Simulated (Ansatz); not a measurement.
Cost and result for the atomization energy of CH₅InO₂, SMILES `[CH3][In]([OH])[OH]` (9 atoms, 8 bonds).

```xyz
9

C    -0.495    1.543   -0.306
In    0.016   -0.485    0.084
O    -1.285   -1.974    0.197
O     1.811   -1.289    0.401
H    -0.062    2.187    0.459
H    -0.103    1.836   -1.280
H    -1.579    1.650   -0.305
H    -0.841   -2.807    0.379
H     2.537   -0.662    0.372
```

Total charge 0; spin multiplicity 1. Correlated methods include outer-core shells of In, which these sets cover unevenly. In: def2 effective core potential. Geometry: relaxed with PBE0-D4/def2-TZVP. It is one conformer, not always the lowest. Program: Ansatz. All runs use 4 threads of a server CPU on a shared host. Times are those of one run each, without the atoms' runs, and a repeat can differ threefold. Electronic energies, without spin–orbit coupling; frozen cores. CCSD(T)/CBS adds CCSD(T) − MP2 in def2-TZVPP to the MP2 limit, and its time is that of the two runs behind it. T1 = 0.016. With those shells the extrapolation isn't a true limit. B3LYP takes the VWN-RPA correlation (the form of Gaussian; ORCA's B3LYP/G). HSE06 is the plane-wave form, built on full-range PBE exchange.

CCSD(T)/CBS is a level of theory with its own doubt, some kJ/mol a heavy atom from the limit and from the frozen cores, so smaller differences don't rank the functionals.

```tsv
level	functions	wall time	atomization (kcal/mol)	difference from CCSD(T)/CBS	per bond
LDA (SPW92)/def2-TZVPP	213	1.2 s	841.8	105.1	13.1
PBE0-D4/def2-TZVPP	213	2.3 s	720.7	-16.0	-2.0
BHLYP-D4/def2-TZVPP	213	2.5 s	693.8	-42.9	-5.4
HSE06-D4/def2-TZVPP	213	2.6 s	721.3	-15.4	-1.9
B3LYP-D4/def2-TZVPP (with forces)	213	3.6 s	722.0	-14.7	-1.8
r2SCANh-D4/def2-TZVPP	213	4.1 s	721.9	-14.8	-1.8
PBE-QIDH/def2-TZVPP	213	4.6 s	718.7	-18.0	-2.2
B2PLYP/def2-TZVPP	213	4.6 s	719.3	-17.4	-2.2
CCSD(T)/def2-SVP	93	4.9 s	677.3	-59.4	-7.4
B97M-V/def2-TZVPP	213	8 s	726.0	-10.7	-1.3
MP2/def2-QZVPP	403	15 s	742.0	5.3	0.7
CCSD(T)/def2-TZVPP	213	120 s	713.2	-23.5	-2.9
CCSD(T)/CBS(def2)	–	2.2 min	736.7	0.0	0.0
```

In def2-TZVPP, CCSD(T) changes the Hartree–Fock value by +214.3 kcal/mol (the triples alone add +13.0 kcal/mol) and MP2 by +229.0 kcal/mol; breaking electron pairs costs correlation energy, which Hartree–Fock lacks. At CCSD(T), def2-SVP lies −59.4 kcal/mol from the extrapolated value and def2-TZVPP −23.5 kcal/mol: correlation converges slowly with the basis, and small sets miss more of it in the bonded molecule than in its fragments. From PBE to PBE0 (25 % exact exchange), in def2-TZVPP and without D4, the atomization energy moves by −19.2 kcal/mol: exact exchange takes away binding that semilocal exchange gives to molecules.

Spin–orbit coupling would lower the free In atoms strongly, and the atomization energy with them, by more than many differences here.
